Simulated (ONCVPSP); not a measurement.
**iodine (I): one change to an ONCV potential, before and after**

ONCVPSP 4.0.1 input, shortened (lines: element, Z, core and valence counts, functional; n l f; lmax; l rc ep ncon nbas qcut; lloc lpopt rc5 dvloc0; l nproj debl; icmod fcfact rcfact), PBE, scalar-relativistic:

```
  I 53.00    9    2        4      upf
    1    0    2.00
    2    0    2.00
    2    1    6.00
    3    0    2.00
    3    1    6.00
    3    2   10.00
    4    0    2.00
    4    1    6.00
    4    2   10.00
    5    0    2.00
    5    1    5.00
    2
    0    1.45    0.00    4    8    4.10
    1    1.95    0.00    4    8    4.60
    2    1.90    0.34    4    8    4.90
    4    5    1.25    6.00
    0    2    1.50
    1    2    3.10
    2    1    0.60
    0    0.00    0.00
```

All-electron outer shells of the reference configuration (PBE, scalar-relativistic, ld1.x):

```
shell  level (eV)  outermost node (bohr)  outermost maximum (bohr)
   4p     -127.57                   0.37                      0.72
   4d      -50.28                   0.35                      0.78
   5s      -17.41                   0.88                      1.70
   5p       -7.09                   0.96                      2.02
```

Change: s: qcut 2.5.

Cutoffs: the cutoffs (Ha) at which the residual kinetic energy of the hardest occupied pseudo-wave falls to 1 and 0.1 mHa per electron; they do not see the model core or the augmentation charge, which bear on the density cutoff. Errors are all-electron minus pseudo energies relative to the spin-unpolarised reference configuration.

Question: Predict the effect on cutoff, ghosts and configuration errors.

Answer: The potential gets softer (71 Ha and 87 Ha → 32 Ha and 78 Ha); the bound ghost in s disappears; of the 4 tests that both files solve, the error grows in 0 and shrinks in 1 by more than 15 % and 0.3 meV (median size 16.5 → 15.9 meV). The waves are optimised to have the least kinetic energy above qcut, so the cutoff follows it (qcut²/2 in Ha).

| quantity | base | changed |
| --- | --- | --- |
| cutoff, loose | 71 Ha | 32 Ha |
| cutoff, tight | 87 Ha | 78 Ha |
| loose cutoff by channel | s 71 Ha, p 8.5 Ha | s 32 Ha, p 8.5 Ha |
| bound ghosts | s | none |
| GHOST(+) flags under 300 eV | s at 57.2 eV, p at 147.0 eV | s at 40.2 eV, p at 147.0 eV |
| error for 5s2 5p4, meV [ΔE 11.13 eV] | -6.3 | -6.2 |
| error for 5s2 5p3, meV [ΔE 30.98 eV] | -27 | -26 |
| error for 5s2 5p2, meV [ΔE 60.31 eV] | -66 | -61 |
| error for 5s1 5p5, meV [ΔE 22.11 eV] | -2.0 | -1.5 |
| s: phases at 1.47 bohr within 0.05 rad from the reference energy up to (Ha; the scan ends near 5) | 2.0 | n/a |
| p: phases at 1.97 bohr within 0.05 rad from the reference energy up to (Ha; the scan ends near 5) | 4.3 | 4.3 |
| d: phases at 1.93 bohr within 0.05 rad from the reference energy up to (Ha; the scan ends near 5) | 0.6 | 0.6 |

Changed file: The cutoffs count occupied waves only; projector 2 of the s channel, the hardest unoccupied one, needs 100 Ha at the loose tolerance. A true bound ghost makes a file unfit for plane-wave use even where its test errors are small: the radial tests pick states by their node count and pass the ghost by.
